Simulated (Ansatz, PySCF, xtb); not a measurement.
Reaction (SMILES): F[As](F)F + 3 [H][H] (H2) -> [AsH3] (AsH3) + 3 F (HF)
Geometries: B3LYP-D3(BJ)/def2-TZVP minima from Ansatz (a first-principles code).

Wanted: energy of full hydrogenation (electronic energy difference), in kJ/mol. Valence correlation only, unless marked. Spin-orbit coupling is left out. The frozen core is the preceding noble-gas configuration, with the filled d and f shells of earlier blocks. No relativistic terms. CBS(X,Y): correlation extrapolated as X^-3; Hartree-Fock from the larger set. The bracket is a focal-point correction in the basis named.

| level | program | energy of full hydrogenation (kJ/mol) |
|---|---|---|
| GFN2-xTB | xtb | 131.6 |
| HF/aug-cc-pVTZ | Ansatz | 14.4 |
| HF-D3(BJ)/def2-TZVPD | PySCF + dftd3 | 25.6 |
| BLYP/def2-TZVPD | Ansatz | 77.5 |
| revPBE-D4/def2-TZVPD | Ansatz + dftd4 | 61.3 |
| wB97X-V/def2-TZVPD | Ansatz | 58.8 |

**Question.** What does RI-MP2/CBS(aug-cc-pVTZ,aug-cc-pVQZ)+[CCSD(T)-MP2]/aug-cc-pVTZ (Ansatz) give?

**Answer.** 47.4 kJ/mol, so wB97X-V/def2-TZVPD differs from it by 11.4 kJ/mol.
